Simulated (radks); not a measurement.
Charge is removed step by step from the 4p level of the barium ion Ba3+, starting from [Kr] 4d10 5s2 5p5. All-electron calculation, scalar-relativistic Kohn-Sham, SCAN, spin-unpolarised, spherical densities, finite nucleus; meta-GGA in the generalised Kohn-Sham scheme; Fermi nuclear charge, rms radius 4.8378 fm. Program: a radial shooting solver on a logarithmic mesh with Libxc functionals.

\begin{tabular}{lrrr}
removed (e) & E - E(0) (eV) & eigenvalue (eV) & E minus straight line (eV) \\ \hline
0 & 0.000 & -210.60 & 0.000 \\
0.1 & 21.169 & -212.93 & -1.055 \\
0.2 & 42.557 & -215.27 & -1.891 \\
0.3 & 64.188 & -217.62 & -2.484 \\
0.4 & 86.055 & -219.98 & -2.840 \\
0.5 & 108.16 & -222.35 & -2.960 \\
0.6 & 130.50 & -224.73 & -2.846 \\
0.7 & 153.07 & -227.12 & -2.496 \\
0.8 & 175.89 & -229.52 & -1.901 \\
0.9 & 198.94 & -231.93 & -1.071 \\
1 & 222.24 & -234.35 & 0.000 \\
\end{tabular}

Removing the whole electron costs 222.24 eV by Delta-SCF, against 210.60 eV from minus the eigenvalue at the starting occupation. Slater's transition state (half an electron removed) gives 222.35 eV. Integrating minus the eigenvalue over the occupation (Janak's theorem) gives 222.39 eV. In this scalar-relativistic scheme the density is built from large components alone, so the theorem holds only approximately. The mean slope of the eigenvalue, de/dn, is 23.7 eV per electron.
